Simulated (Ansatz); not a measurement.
ClFGeH₃NO, SMILES `[NH2][Ge]([OH])([F])[Cl]`, relaxed with RKS PBE-D4/def2-SVP in the Gaussian-basis code of Ansatz from a rough embedded geometry. The force threshold is 0.03 eV/Å; the program also tests the step.

Charge 0, multiplicity 1.

Start:

```xyz
8

N    -0.829   -1.070    0.091
Ge    0.369    0.200   -0.423
O     1.714    0.174    0.721
F     0.980   -0.074   -1.991
Cl   -0.577    2.159   -0.425
H    -1.271   -0.826    0.992
H    -1.669   -1.001   -0.602
H     1.284    0.439    1.637
```

Task: How much energy does the relaxation release, and in how many steps? (Best estimate.)

Result: Computed: 39.29 kJ/mol, in 18 steps, 2 of them rejected.

Task: Which bonds change most? (Best estimate.)

Result: Ansatz gave: O3–H8 from 1.046 to 0.976 Å; N1–H7 from 1.091 to 1.026 Å; Ge2–F4 from 1.705 to 1.747 Å; N1–Ge2 from 1.820 to 1.812 Å.

Task: Give the relaxed structure. (Estimate.)

Result: Computed: 
```xyz
8

N    -0.975   -1.123   -0.009
Ge    0.243    0.200   -0.236
O     1.438    0.056    1.061
F     0.971   -0.052   -1.804
Cl   -0.456    2.262   -0.293
H    -1.479   -1.061    0.882
H    -1.653   -1.184   -0.777
H     1.911    0.902    1.177
```
